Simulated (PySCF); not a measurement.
Simulated characterisation data

[PySCF: NMR shieldings at PBE0/pcSseg-1/GIAO; GFN2-xTB structure; non-relativistic; one averaged value for each set of equivalent atoms; one computed conformer; no solvent]

Shifts are taken against calculated references (same method and geometry level): 1H (σref 31.72), 13C (σref 186.93) vs TMS. Splittings of carbon signals by F and P are missing where no couplings were computed. Where no couplings were computed, multiplicities follow the n + 1 count of equivalent neighbours, and m marks all less simple cases (inequivalent or close neighbours, rings, F or P nearby). Shifts are as computed. Against solution values, carbons near 30 ppm lie about +3 ppm off and those near 130 ppm about +5 ppm. Of 1309 compounds with measured shifts, 239 miss one by over three times the rms of a fit or turn the order of signals round; such compounds aren't used in these exercises.

**1.** `C#C/C=C(\C#C)[SiH2]C#N`, C7H5NSi. 1H NMR (500 MHz, computed): δ 6.46 (d, 1H), 4.66 (s, 2H), 3.82 (s, 1H), 3.72 (d, 1H). 13C{1H} NMR (computed): δ 142.4, 133.4, 122.1, 105.6, 104.4, 85.6, 85.4.

**2.** SMILES O(C)[C@H]1O[SiH2]C(F)=C[SiH2]1, C4H9FO2Si2. 1H NMR (500 MHz, computed): δ 6.14 (m, 1H), 5.16 (m, 1H), 5.05 (m, 1H), 4.82 (m, 1H), 4.68 (m, 1H), 4.31 (m, 1H), 3.69 (s, 3H). 13C{1H} NMR (computed): δ 184.5 (C), 115.5 (CH), 99.2 (CH), 58.5 (CH3).

**3.** `[C@H]1(OC)C=C(F)[SiH2][SiH2]O1`, C4H9FO2Si2. 1H NMR (500 MHz, computed): δ 6.82 (m, 1H), 5.23 (m, 1H), 5.01 (m, 1H), 5.00 (m, 1H), 4.27 (m, 1H), 4.05 (m, 1H), 3.61 (s, 3H). 13C{1H} NMR (computed): δ 179.3, 135.4, 98.7, 59.3.
